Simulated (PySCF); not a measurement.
C5H8Si.
SMILES: `C1(=CC=C[SiH2]1)C`

The closed-shell ground state was solved at several levels (PySCF, density fitting, gas phase, non-relativistic). Geometry: PBE0-D3(BJ)/def2-SVP; no solvent, vibrations or thermal averaging.

| level | basis functions | HOMO (eV) | LUMO (eV) | gap (eV) | dipole (D) |
| --- | --- | --- | --- | --- | --- |
| CAM-B3LYP/def2-SVPD | 188 | -7.74 | -0.29 | 7.45 | 0.61 |
| PBE0/pcSseg-1 | 149 | -6.52 | -1.42 | 5.10 | 0.59 |

Question: What might wB97X-D/pcSseg-2 (335 basis functions) give for the same quantities?

Answer: HOMO -8.28 eV, LUMO 0.32 eV, gap 8.60 eV, dipole 0.65 D.

Question: Over all these levels, which gives the widest orbital gap and which the narrowest?

Answer: wB97X-D/pcSseg-2 (range-separated hybrid) has the widest, 8.60 eV, and PBE0/pcSseg-1 (global hybrid, 25 % exact exchange) the narrowest, 5.10 eV. Functional and basis both differ between the two, so the spread mixes both effects.

Question: How far do the dipole and the HOMO energy spread over the levels?

Answer: The dipole runs from 0.59 to 0.65 D (mean 0.62 D) and the HOMO from -8.28 to -6.52 eV.
